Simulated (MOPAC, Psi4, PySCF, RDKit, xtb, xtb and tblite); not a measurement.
Torsional profile of SMILES [SiH3]c1cccc([SeH])c1. Scanned: dihedral C5–C6–Se7–H15; all other coordinates were relaxed at GFN2-xTB. Points at φ and −φ are mirror images.

Geometry of the scan point at 0° (Å):
```
16

Si     2.5465     0.4950     0.0256
C      0.7392    -0.0553     0.0008
C      0.4094    -1.4069     0.0682
C     -0.9093    -1.8235     0.0599
C     -1.9343    -0.8973    -0.0164
C     -1.6202     0.4515    -0.0843
Se    -2.9924     1.7912    -0.1928
C     -0.2969     0.8657    -0.0755
H      3.1163     0.1803     1.3380
H      2.6051     1.9352    -0.2227
H      3.2727    -0.2343    -1.0163
H      1.1995    -2.1417     0.1276
H     -1.1468    -2.8765     0.1128
H     -2.9665    -1.2207    -0.0235
H     -4.0851     0.8431    -0.1663
H     -0.0750     1.9242    -0.1299
```

- GFN2-xTB (xtb and tblite)
- B3LYP/def2-SVP // GFN2-xTB (Psi4)
- B3LYP-D3(BJ)/def2-SVP // GFN2-xTB (Psi4)
- PBE/def2-SVP // GFN2-xTB (Psi4)
- PBE-D3(BJ)/def2-SVP // GFN2-xTB (Psi4)
- UFF // GFN2-xTB (RDKit)
- PM3, restricted, heats of formation // GFN2-xTB (MOPAC)
- PM6, restricted, heats of formation // GFN2-xTB (MOPAC)
- GFN1-xTB // GFN2-xTB (xtb)
- RKS-B3LYP/6-31G* = restricted B3LYP/6-31G*, spherical d, density fitting // GFN2-xTB in PySCF
- RMP2/3-21G = restricted MP2 (frozen core)/3-21G // GFN2-xTB (PySCF)
- RKS-BP86/6-31G* = restricted BP86/6-31G*, spherical d, density fitting // GFN2-xTB in PySCF 2.14.0
- RHF/STO-3G = restricted Hartree-Fock/STO-3G // GFN2-xTB (PySCF)

Least-squares fit of E(φ) = a0 + Σ (a_n cos nφ + b_n sin nφ), n = 1 to 4, to the 18 scan points, in kcal/mol above the lowest point of each profile (levels whose profile four harmonics don't fit are not listed):

| method | a0 | a1 | b1 | a2 | b2 | a3 | b3 | a4 | b4 | rms of fit |
|---|---|---|---|---|---|---|---|---|---|---|
| GFN2-xTB | 1.23 | 0.00 | 0.00 | -1.20 | 0.00 | 0.03 | 0.00 | 0.00 | 0.00 | 0.00 |
| B3LYP/def2-SVP | 0.32 | 0.00 | 0.00 | -0.30 | 0.00 | 0.02 | 0.00 | 0.00 | 0.00 | 0.00 |
| B3LYP-D3(BJ)/def2-SVP | 0.37 | 0.01 | 0.00 | -0.34 | 0.00 | 0.02 | 0.00 | 0.01 | 0.00 | 0.00 |
| PBE/def2-SVP | 0.62 | 0.00 | 0.00 | -0.60 | 0.00 | 0.03 | 0.00 | 0.02 | 0.00 | 0.00 |
| PBE-D3(BJ)/def2-SVP | 0.65 | 0.01 | 0.00 | -0.62 | 0.00 | 0.03 | 0.00 | 0.02 | 0.00 | 0.00 |
| UFF | 2.94 | 0.13 | 0.00 | 3.12 | 0.00 | -0.07 | 0.00 | 0.06 | 0.00 | 0.02 |
| PM3 | 0.42 | -0.02 | 0.00 | -0.40 | 0.00 | 0.03 | 0.00 | -0.02 | 0.00 | 0.00 |
| PM6 | 0.50 | -0.02 | 0.00 | -0.49 | 0.00 | 0.02 | 0.00 | -0.01 | 0.00 | 0.00 |
| GFN1-xTB | 1.90 | -0.04 | 0.00 | -1.90 | 0.00 | 0.05 | 0.00 | 0.02 | 0.00 | 0.01 |
| RKS-B3LYP/6-31G* | 0.09 | 0.01 | 0.00 | -0.04 | 0.00 | 0.02 | 0.00 | -0.02 | 0.00 | 0.00 |
| RMP2/3-21G | 0.45 | 0.05 | 0.00 | 0.45 | 0.00 | 0.00 | 0.00 | -0.03 | 0.00 | 0.00 |
| RKS-BP86/6-31G* | 0.28 | 0.01 | 0.00 | -0.23 | 0.00 | 0.03 | 0.00 | -0.01 | 0.00 | 0.00 |
| RHF/STO-3G | 1.35 | -0.04 | 0.00 | -1.32 | 0.00 | 0.01 | 0.00 | -0.02 | 0.00 | 0.00 |
